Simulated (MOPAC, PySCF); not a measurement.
C2HF, SMILES `C#CF`, neutral singlet in the gas phase. 

Cartesian coordinates (Å):
SMILES: C#CF
```xyz
4

C     -0.6296     0.0712     0.3704
C      0.5248    -0.0593     0.1023
F      1.7617    -0.1991    -0.1850
H     -1.6569     0.1872     0.6090
```
Charge 0, spin multiplicity 1.

All levels are single points at this geometry (B3LYP-D3(BJ)/def2-TZVP); Pople sets use spherical d functions. Orbital energies aren't observables, and empty levels follow the basis.

```tsv
level	HOMO (eV)	LUMO (eV)	gap (eV)	dipole (D)	vertical IE, Delta-SCF (eV)
PBE-D3(BJ)/def2-TZVP in PySCF	-6.98	0.14	7.11	0.43	11.16
ωB97X-D3(BJ)/def2-TZVP in PySCF	-10.84	3.35	14.19	0.62	11.29
B3LYP/6-31G* in PySCF	-7.63	2.05	9.68	0.51	11.02
HF/3-21G in PySCF	-11.39	6.55	17.94	1.10	–
HF/STO-3G in PySCF	-9.06	10.99	20.05	0.51	–
PM6 in MOPAC	-11.62	1.29	12.91	0.59	–
```
